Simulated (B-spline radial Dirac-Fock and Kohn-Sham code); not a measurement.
## Ru⁶⁺ 4d5/2: cross section and angular parameters

System: Ru⁶⁺ in the configuration [Kr] 4d2; threshold 91.89 eV (orbital energy of the model). Method: Dirac-Hartree-Slater photoionisation with a Latter tail; cross sections with all multipoles, angular parameters from the dipole term and its interference with E2. Computed with a radial finite-basis atomic code.

Input of the calculation (task.json; shells as n, l, electrons):

```json
{"items": [{
  "Z": 44,
  "q": 6,
  "cfg": [[1, 0, 2], [2, 0, 2], [2, 1, 6], [3, 0, 2], [3, 1, 6], [3, 2, 10], [4, 0, 2], [4, 1, 6], [4, 2, 2]],
  "A": 102,
  "rrms": 4.4809,
  "do": "xps",
  "hv": [60, 69.5, 75.1, 87.5, 94.5, 150, 151.0, 202.0, 246.0, 336.0, 408.0, 526.0, 545.0, 581.0, 800, 831.0, 1000, 1200.0, 1240.0, 1253.6, 1270.0, 1486.9, 2500.0, 3000.0, 3820.0, 4450.0, 5414.7, 6770.0, 11700.0, 15000]
}]}
```

Launch: `python xray2_run.py task.json out`

For linearly polarised light dσ/dΩ = σ/(4π) [1 + β P₂(cos θ) + (δ + γ cos²θ) sin θ cos φ], with θ from the polarisation vector and φ the angle between the beam and the projection of the electron momentum on the plane normal to the polarisation.

```
hν (eV)    σ (kb)       β       γ       δ
    150       119  -0.048   0.076  -0.006
    151       119  -0.029   0.075  -0.006
    202       123   0.556   0.019  -0.008
    246       107   0.816  -0.009  -0.004
    336      70.9   1.074  -0.024   0.005
    408      51.1   1.175  -0.012   0.010
    526      31.8   1.264   0.017   0.017
    545      29.5   1.272   0.024   0.018
    581      25.9   1.286   0.035   0.019
    800      12.6   1.315   0.123   0.029
    831      11.5   1.315   0.136   0.031
   1000      7.21   1.305   0.205   0.037
   1200      4.47   1.282   0.283   0.045
   1240      4.09   1.277   0.298   0.046
 1253.6         ?       ?       ?       ?
   1270      3.84   1.273   0.309   0.047
 1486.9      2.47   1.241   0.387   0.055
   2500     0.511   1.092   0.678   0.095
   3000     0.283   1.028   0.786   0.116
   3820     0.125   0.938   0.927   0.149
   4450    0.0733   0.880   1.014   0.175
 5414.7    0.0363   0.806   1.123   0.213
   6770    0.0159   0.723   1.242   0.264
  11700   0.00190   0.533   1.485   0.435
  15000  0.000695   0.454   1.565   0.537
```

Problem. Give the values at Mg Kα (1253.6 eV).

Solution. σ = 3.97 kb, β = 1.275, γ = 0.303, δ = 0.047.
